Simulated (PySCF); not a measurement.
CH6S2Si, SMILES C[SiH](S)S. Coordinates come from a B3LYP-D3(BJ)/def2-SVP optimisation. Other conformers were not sampled.

All values below come from B3LYP-D3(BJ)/def2-SVP in PySCF.

Harmonic wavenumbers (cm⁻¹): 123, 146, 161, 181, 221, 244, 457, 524, 642, 686, 716, 754, 798, 857, 901, 1271, 1429, 1431, 2209, 2657, 2672, 3032, 3125, 3135. Rotational constants (GHz): 3.981, 2.291, 1.603; symmetry number 1.

Work out the zero-point energy and the ideal-gas rigid-rotor harmonic-oscillator thermochemistry at 298.15 K and 1 atm.

ZPE = ½ Σ hcν = ½ × 28375 cm⁻¹ = 169.72 kJ/mol. H − E(el) = 192.04 kJ/mol. Entropy in J/(mol K): translation 167.40, rotation 115.01, vibration 73.42, total 355.83. G − E(el) = 85.95 kJ/mol. Cp = 113.24 J/(mol K). Modes under 150 cm⁻¹ make the vibrational entropy uncertain.
